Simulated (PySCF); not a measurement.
CH5N3OSi, SMILES N#CO[SiH](N)N.

Geometry optimised at PBE0-D3(BJ)/def2-SVP. The structure was generated by enumeration, and PubChem lists no compound with its InChIKey, so it may never have been made. One conformer was computed; it need not be the lowest.

Vertical ionisation energy (IE) and electron affinity (EA) in eV. Rows of orbital energies are one-electron estimates. Where ΔSCF, EOM or ADC give a negative EA the extra electron is unbound and the value depends on the basis.

| level | IE | EA |
|---|---|---|
| −ε(HOMO), −ε(LUMO), ωB97X/def2-TZVP (PySCF) | [?] | [?] |
| −ε(HOMO), −ε(LUMO), PBE/def2-TZVP (PySCF) | 6.72 | 0.42 |

Q: Fill in the missing entries. (An estimate is asked for; the answer gives what the named calculation found.)

A: 
- −ε(HOMO), −ε(LUMO), ωB97X/def2-TZVP (PySCF), IE: 10.62
- −ε(HOMO), −ε(LUMO), ωB97X/def2-TZVP (PySCF), EA: -2.49
